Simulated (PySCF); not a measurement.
Ag³⁸⁺ (silver, charge +38) across methods

[He] 2s2 2p5, 2P determinant. All numbers are calculated (PySCF 2.14, scalar relativity by spin-free X2C-1e, in an even-tempered Gaussian basis (19 s from 15 bohr⁻², ratio 2.2; 12 p from 19 bohr⁻², ratio 2.2; 6 d from 83 bohr⁻², ratio 2.4; 5 f from 120 bohr⁻², ratio 2.4; 4 g from 190 bohr⁻², ratio 2.4)).

```
method  E (hartree)  mean ε 2s β (eV)  mean ε 2p α (eV)  mean ε 2p β (eV)  Σ⟨r²⟩ (bohr²)   ⟨S²⟩
 B3LYP     -3920.46           -6070.2           -5748.5           -5730.8         0.1210  0.750
  PBE0     -3920.35           -6075.2           -5753.0           -5735.2         0.1210  0.750
   PBE     -3920.27           -6048.9           -5727.2           -5710.4         0.1211  0.750
   LDA     -3915.13           -6043.2           -5724.1           -5705.8         0.1212  0.750
r2SCAN     -3920.79           -6061.3           -5739.5           -5721.6         0.1209  0.750
   UHF  -3920.25618           -6152.3           -5828.7           -5807.9         0.1209  0.750
 TPSSh     -3920.83           -6064.0           -5739.6           -5723.2         0.1210  0.750
```

Spin-orbit coupling, absent here, splits the open shell strongly.
